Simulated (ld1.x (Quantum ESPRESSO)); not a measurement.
Si (Z = 14), ultrasoft: configuration errors across variants

silicon, ultrasoft, made with ld1.x (Quantum ESPRESSO) 7.5 (LDA (PZ), fully relativistic). Core [Ne], reference 3s2 3p2. Waves: 3s (bound): rcut 1.80, rcutus 2.00 bohr; 3s channel at 0.1 Ry: rcut 1.80, rcutus 2.00 bohr; 3p (bound): rcut 2.00, rcutus 2.50 bohr; 3p channel at 2.55 Ry: rcut 2.00, rcutus 2.50 bohr. Local part: all-electron potential smoothed inside 1.55 bohr (lloc = -1). Core correction: none. Augmentation charge: PSQ, inside the norm-conserving radii.

Open shells are filled in proportion to 2j + 1 (rel_dist='average').

All-electron excitation energies from the reference (eV): (1) 3s2 3p1 7.829; (2) 3s2 3p0 23.943; (3) 3s1 3p0 58.088; (4) 3s1 3p2 15.242; (5) 3s2 3p2.3 -0.957; (6) 3s2 3p1.5 2.965; (7) 3s0 3p4 13.779.

The overlap operator is not positive definite (basis up to 400 Ry) in “base”, “core correction a·sin(br)/r model core inside 0.76 bohr”, “core correction a·sin(br)/r model core inside 0.98 bohr”, “core correction a·sin(br)/r model core inside 1.16 bohr”, “core correction a·sin(br)/r model core inside 1.44 bohr”, “core correction a·sin(br)/r model core inside 1.54 bohr”, “core correction a·sin(br)/r model core inside 1.74 bohr”, “core correction a·sin(br)/r model core inside 2.20 bohr”, “core correction a·sin(br)/r model core inside 2.46 bohr”. Such files are unfit for use, however small their errors in these radial tests.

Errors AE − PS in meV (a dash: test not solved or not reliable):

| change | (1) | (2) | (3) | (4) | (5) | (6) | (7) | bound ghosts |
| --- | --- | --- | --- | --- | --- | --- | --- | --- |
| base | +3.9 | +28 | +201 | +12 | +0.1 | +1.1 | +14 | not determined (overlap not positive) |
| core correction a·sin(br)/r model core inside 0.76 bohr | +2.1 | +8.7 | +10 | -3.5 | 0.0 | +0.8 | -12 | not determined (overlap not positive) |
| core correction a·sin(br)/r model core inside 0.98 bohr | +2.2 | +8.9 | +12 | -3.3 | 0.0 | +0.8 | -12 | not determined (overlap not positive) |
| core correction a·sin(br)/r model core inside 1.16 bohr | +2.2 | +9.4 | +18 | -2.7 | 0.0 | +0.8 | -10 | not determined (overlap not positive) |
| core correction a·sin(br)/r model core inside 1.44 bohr | +2.5 | +13 | +56 | +0.7 | 0.0 | +0.9 | -4.8 | not determined (overlap not positive) |
| core correction a·sin(br)/r model core inside 1.54 bohr | +2.7 | +15 | +77 | +2.6 | +0.1 | +0.9 | -1.7 | not determined (overlap not positive) |
| core correction a·sin(br)/r model core inside 1.74 bohr | +3.1 | +20 | +127 | +6.7 | +0.1 | +1.0 | +5.2 | not determined (overlap not positive) |
| core correction a·sin(br)/r model core inside 2.20 bohr | +3.6 | +26 | +187 | +11 | +0.1 | +1.0 | +13 | not determined (overlap not positive) |
| core correction a·sin(br)/r model core inside 2.46 bohr | +3.8 | +27 | +196 | +12 | +0.1 | +1.0 | +13 | not determined (overlap not positive) |

Q: Give the same row for: core correction a·sin(br)/r model core inside 1.94 bohr.

A: +3.4, +23, +164, +9.6, +0.1, +1.0, +10; bound ghosts: not determined (overlap not positive). Its overlap operator is not positive definite in a basis up to 400 Ry (lowest eigenvalue p1/2 -0.18, p3/2 -0.33), so the file is unfit for use: the generalised eigenproblem breaks down once the basis is large enough, and its test numbers describe a broken file.
